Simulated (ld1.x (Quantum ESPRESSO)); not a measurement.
## Before and after: TM semilocal potential for boron (B)

ld1.x (Quantum ESPRESSO) 7.5 input, shortened:

```
&input
   title='B', zed=5., rel=1, dft='PBE', iswitch=3,
   config='[He] 2s1.5 2p1.5 3d-2'
 /
 &inputp
   pseudotype=1, tm=.true., lloc=2,
   nlcc=.true., new_core_ps=.true., rcore=0.80
 /
3
2S  1  0   1.50   0.00  1.45  1.45  0.0
2P  2  1   1.50   0.00  2.85  2.85  0.0
3D  3  2  -2.00   0.45  2.65  2.65  0.0
 &test
   configts(1)='2s1.5 2p1.5'
 /
```

Change: reference 2s1 2p0.

Cutoffs: the cutoffs (Ry, on a coarse ladder) from which the occupation-weighted sum of valence levels, in a spherical-Bessel basis at the reference potential, stays within 10 and 1 mRy of its value at 400 Ry; they do not see the model core or the augmentation charge, which bear on the density cutoff. Errors are all-electron minus pseudo energies relative to the spin-unpolarised reference configuration.

Task: What does the change do?

Result: The potential gets neither clearly harder nor softer (18 Ry and 50 Ry → 18 Ry and 50 Ry); the range in which the s phases agree narrows (upper end at the end of the scan → 3.5); the range in which the p phases agree narrows (upper end 0.7 → -0.9); neither file shows a bound ghost. A semilocal file is local in each channel, so a ghost entry of none says nothing of the separable form that plane-wave codes build from it.

| quantity | base | changed |
| --- | --- | --- |
| cutoff, loose | 18 Ry | 18 Ry |
| cutoff, tight | 50 Ry | 50 Ry |
| bound ghosts | none | none |
| largest error over its own tests, meV | +308 | +459 |
| s: phases at 3.11 bohr within 0.05 rad from the reference energy up to (Ry; the scan ends near 5) | to the end of the scan | 3.5 |
| p: phases at 3.11 bohr within 0.05 rad from the reference energy up to (Ry; the scan ends near 5) | 0.7 | -0.9 |
| d: phases at 3.11 bohr within 0.05 rad from the reference energy up to (Ry; the scan ends near 5) | 3.6 | to the end of the scan |
